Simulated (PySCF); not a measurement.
Simulation results for AlGe2H8N, AlBGeH4N, AlBGeH5O, AlBGeH4O and others

All values are calculated (PySCF 2.14.0). Calculation on a computer-drawn molecule: the log of a Hartree-Fock and frozen-core CCSD(T) single point meant for a local Hartree-Fock minimum, with one planted fault or none, to be diagnosed. Offsets are logged minus clean, where the clean run is the same molecule without the fault. The reference is restricted for singlets and unrestricted otherwise, and also for a bond in bohr or an excited solution. Adding or removing an electron swaps singlet and doublet. The excited solution moves the top pair (singlet) or top alpha electron (doublet) to the lowest empty orbital. Highest occupied and lowest empty are orbital energies over both spins, largest force is the largest gradient component, triples share is (T) over the correlation energy, the T1 limit is 0.02 restricted and 0.045 unrestricted, electrons count all cores, a negative frequency is imaginary (commonest isotopes), and the dipole is about the centre of nuclear charge; on germanium a core potential holds 10 electrons, which the energies leave out, and 3d is frozen in MP2 and coupled-cluster steps.

Common to all runs: meant multiplicity 1; meant basis cc-pV(D+d)Z; meant basis and core potential on germanium cc-pVDZ-PP ECP10MDF; logged SCF converged yes; possible faults no fault, one electron removed, one electron added, multiplicity raised by two, geometry at a saddle point, SCF held on an excited solution, minimal basis STO-3G, one bond length entered in bohr, all coordinates scaled.

(1) AlGe2H8N

Logged structure:
```xyz
12
AlGe2H8N
Al     0.0600    -1.8822     0.5721
N      0.5874    -0.4154    -0.3004
Ge     2.3416     0.1977    -0.2278
Ge    -0.5838     0.5924    -1.3352
H     -1.4348    -2.3653     0.4243
H      1.1034    -2.6559     1.4678
H      2.7798     0.6233    -1.6358
H      3.2425    -0.9289     0.2804
H      2.4471     1.4095     0.7070
H     -0.3476     2.0819    -1.0498
H     -2.0204     0.2136    -0.9724
H     -0.3382     0.3331    -2.8270
```

* meant charge: 0
* logged electrons: 91
* logged basis functions: 123
* logged spin squared: 0.762
* logged highest occupied: -16.088 eV
* logged lowest empty: -6.1481 eV
* logged largest force: 0.068465 hartree/bohr
* logged T1 diagnostic: 0.024891
* logged D1 diagnostic: 0.14998
* logged triples share: 0.024729
* logged CC converged: yes
* logged dipole magnitude: 0.99767 debye
* logged SCF stable within its kind: yes
* logged energy HF: -887.51092 hartree
* logged energy CCSD(T): -887.98714 hartree
* planted fault: one electron removed
* HF energy offset from clean run: 184.8 kcal/mol
* CCSD(T) energy offset from clean run: 210.9 kcal/mol

Drawn bonds:
| atom | other atom | order |
| --- | --- | --- |
| 1 | 2 | 1 |
| 2 | 3 | 1 |
| 2 | 4 | 1 |
| 1 | 5 | 1 |
| 1 | 6 | 1 |
| 3 | 7 | 1 |
| 3 | 8 | 1 |
| 3 | 9 | 1 |
| 4 | 10 | 1 |
| 4 | 11 | 1 |
| 4 | 12 | 1 |

(2) AlGe2H8N

Structure as in entry 1.

- meant charge: 0
- logged electrons: 92
- logged basis functions: 123
- logged spin squared: 0
- logged highest occupied: -10.404 eV
- logged lowest empty: 1.8069 eV
- logged largest force: 7.769e-06 hartree/bohr
- logged lowest frequency: 50.441 cm⁻¹
- logged T1 diagnostic: 0.01386
- logged D1 diagnostic: 0.046333
- logged triples share: 0.027042
- logged CC converged: yes
- logged dipole magnitude: 0.43969 debye
- logged SCF stable within its kind: yes
- logged energy HF: -887.80538 hartree
- logged energy CCSD(T): -888.32327 hartree
- planted fault: no fault
- HF energy offset from clean run: 0 kcal/mol
- CCSD(T) energy offset from clean run: 0 kcal/mol

Drawn bonds:
| atom | other atom | order |
| --- | --- | --- |
| 1 | 2 | 1 |
| 2 | 3 | 1 |
| 2 | 4 | 1 |
| 1 | 5 | 1 |
| 1 | 6 | 1 |
| 3 | 7 | 1 |
| 3 | 8 | 1 |
| 3 | 9 | 1 |
| 4 | 10 | 1 |
| 4 | 11 | 1 |
| 4 | 12 | 1 |

(3) AlBGeH4N

Logged structure:
```xyz
8
AlBGeH4N
Al     2.5506    -0.1373     0.0000
N      0.7083    -0.0380     0.0000
B     -0.5201     0.0284     0.0000
Ge    -2.5305     0.1363     0.0000
H      3.2903     1.2369     0.0000
H      3.1380    -1.5831     0.0000
H     -3.3871    -1.1093     0.0000
H     -3.2496     1.4662     0.0000
```

* meant charge: 1
* logged electrons: 60
* logged basis functions: 94
* logged spin squared: 0
* logged highest occupied: -14.69 eV
* logged lowest empty: -6.4145 eV
* logged largest force: 4.063e-05 hartree/bohr
* logged lowest frequency: -97.371 cm⁻¹
* logged T1 diagnostic: 0.020578
* logged D1 diagnostic: 0.065842
* logged triples share: 0.036815
* logged CC converged: yes
* logged dipole magnitude: 5.7433 debye
* logged SCF stable within its kind: yes
* logged energy HF: -616.50982 hartree
* logged energy CCSD(T): -616.94074 hartree
* planted fault: geometry at a saddle point
* HF energy offset from clean run: 0.7369 kcal/mol
* CCSD(T) energy offset from clean run: 1.183 kcal/mol

Drawn bonds:
| atom | other atom | order |
| --- | --- | --- |
| 1 | 2 | 1 |
| 2 | 3 | 2 |
| 3 | 4 | 1 |
| 1 | 5 | 1 |
| 1 | 6 | 1 |
| 4 | 7 | 1 |
| 4 | 8 | 1 |

Notes: T1 above single-reference limit.

(4) AlBGeH5O

Logged structure:
```xyz
9
AlBGeH5O
Al    -1.5229    -0.5786     1.6356
O     -0.8975    -0.7454    -0.0111
B     -0.0528    -1.1207    -0.9165
Ge    -0.6097    -0.5744    -2.9483
H     -1.0632     0.7311     2.3386
H     -2.4650    -1.7431     2.0566
H      0.9755    -1.7147    -0.8136
H     -1.4620    -1.4251    -3.8840
H     -0.2399     0.7342    -3.6385
```

* meant charge: 1
* logged electrons: 62
* logged basis functions: 99
* logged spin squared: 0
* logged highest occupied: -8.1705 eV
* logged lowest empty: -13.49 eV
* logged largest force: 0.083219 hartree/bohr
* logged CC converged: no
* logged dipole magnitude: 9.6565 debye
* logged SCF stable within its kind: no
* logged energy HF: -636.90859 hartree
* planted fault: SCF held on an excited solution
* HF energy offset from clean run: 415.7 kcal/mol

Drawn bonds:
| atom | other atom | order |
| --- | --- | --- |
| 1 | 2 | 1 |
| 2 | 3 | 1 |
| 3 | 4 | 1 |
| 1 | 5 | 1 |
| 1 | 6 | 1 |
| 3 | 7 | 1 |
| 4 | 8 | 1 |
| 4 | 9 | 1 |

Notes: CCSD not converged.

(5) AlBGeH4O

Logged structure:
```xyz
8
AlBGeH4O
Al    -2.2822     1.6368     1.1626
O     -0.9553     1.1435     0.2389
B     -0.0035     0.8078    -0.6492
Ge     1.8149    -0.1314    -0.0461
H     -2.2477     3.0818     1.7753
H     -3.4468     0.6068     1.3803
H     -0.1746     1.0831    -1.8203
H      1.2385    -1.5811    -0.3399
```

* meant charge: 0
* logged electrons: 62
* logged basis functions: 94
* logged spin squared: 0
* logged highest occupied: -8.04 eV
* logged lowest empty: 0.54627 eV
* logged largest force: 1.809e-05 hartree/bohr
* logged lowest frequency: 60.622 cm⁻¹
* logged T1 diagnostic: 0.01753
* logged D1 diagnostic: 0.048594
* logged triples share: 0.025555
* logged CC converged: yes
* logged dipole magnitude: 1.7595 debye
* logged SCF stable within its kind: yes
* logged energy HF: -637.21534 hartree
* logged energy CCSD(T): -637.67746 hartree
* planted fault: no fault
* HF energy offset from clean run: 0 kcal/mol
* CCSD(T) energy offset from clean run: 0 kcal/mol

Drawn bonds:
| atom | other atom | order |
| --- | --- | --- |
| 1 | 2 | 1 |
| 2 | 3 | 1 |
| 3 | 4 | 1 |
| 1 | 5 | 1 |
| 1 | 6 | 1 |
| 3 | 7 | 1 |
| 4 | 8 | 1 |

(6) AlGeH3O

Logged structure:
```xyz
6
AlGeH3O
Al     0.2713     0.3377     0.6386
O     -0.1929     0.6378    -0.9495
Ge    -0.6764     0.9524    -2.6253
H      0.4052    -1.1558     1.1239
H      0.5701     1.5596     1.5882
H     -2.2551     0.9945    -2.3573
```

* meant charge: 0
* logged electrons: 56
* logged basis functions: 75
* logged spin squared: 0
* logged highest occupied: -9.0175 eV
* logged lowest empty: 0.95137 eV
* logged largest force: 2.895e-05 hartree/bohr
* logged lowest frequency: 88.802 cm⁻¹
* logged T1 diagnostic: 0.019633
* logged D1 diagnostic: 0.052915
* logged triples share: 0.02441
* logged CC converged: yes
* logged dipole magnitude: 0.50085 debye
* logged SCF stable within its kind: yes
* logged energy HF: -611.95358 hartree
* logged energy CCSD(T): -612.32382 hartree

Drawn bonds:
| atom | other atom | order |
| --- | --- | --- |
| 1 | 2 | 1 |
| 2 | 3 | 1 |
| 1 | 4 | 1 |
| 1 | 5 | 1 |
| 3 | 6 | 1 |

Question: Give the missing planted fault for AlGeH3O (entry 6).
Answer: no fault

Further results for AlGeH3O (entry 6):

- HF energy offset from clean run: 0 kcal/mol
- CCSD(T) energy offset from clean run: 0 kcal/mol
